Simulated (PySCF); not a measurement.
CH5N2S, SMILES NC(=S)[NH3+], charge +1. Atoms are numbered in the order given.

```xyz
9

N      1.2458    -0.9763     0.0000
C      0.1443    -0.2175     0.0000
N     -1.1182    -1.0976     0.0000
S     -0.0543     1.3856     0.0000
H      1.2559    -1.9921     0.0000
H      2.1472    -0.5039     0.0000
H     -1.9247    -0.4532     0.0000
H     -1.1847    -1.6988     0.8386
H     -1.1847    -1.6988    -0.8386
```
Charge +1, spin multiplicity 1.

The structure is a stationary point at B3LYP-D3(BJ)/def2-SVP. The isomer is the one that the SMILES or the coordinates give; other isomers of the formula were not compared. The values are those of a single conformer.

Calculation: KT2/pcSseg-1 in PySCF.

GIAO shieldings, no solvent; atoms listed in one row are averaged. δ = σ(ref) − σ: ¹⁵N against NH3 (σ = 266.2 ppm); ¹³C against TMS (σ = 185.1 ppm); ³³S against H2S (σ = 723.0 ppm); ¹H against TMS (σ = 31.47 ppm), references at their B3LYP-D3(BJ)/def2-TZVP geometries, non-relativistic.

### Question
Estimate the chemical shifts. (The exact figures need the calculation; the answer reports its results.)

### Answer

| nucleus | atoms | count | δ (ppm) |
|---|---|---|---|
| ¹⁵N | N1 | 1 | 137.6 |
| ¹⁵N | N3 | 1 | 109.2 |
| ¹³C | C2 | 1 | 149.8 |
| ³³S | S4 | 1 | 537.3 |
| ¹H | H6 | 1 | 6.97 |
| ¹H | H5 | 1 | 6.11 |
| ¹H | H7, H8, H9 | 3 | 6.00 |
